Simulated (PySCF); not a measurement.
PySCF 2.14 output of a UHF calculation on a single atom or ion in aug-cc-pVTZ-PP with ECP60MDF (6s6p5d3f2g, 88 functions), with scalar relativity through the core potential:

```
SCF conv_tol = 1e-09
number electrons alpha = 9  beta = 9
cycle= 1 E= -118.476691505277  delta_E= -2.65e-11  |g|= 1.64e-06  |ddm|= 1.29e-05
converged SCF energy = -118.476691505277  <S^2> = -1.5987212e-14  2S+1 = 1
```

The run itself started from symmetry-adapted Hartree-Fock orbitals and held the occupation by maximum overlap, so the iterations belong to that start.

Q: Which element, charge and spin multiplicity is this?

A: Pt (platinum, neutral), multiplicity 1; the state was [Xe] 4f14 5d10, closed-shell 1S (an excited configuration).

Energies and moments cover only the electrons outside the core potential. Spin-orbit coupling, which splits the p, d and f shells strongly at this Z, is absent.
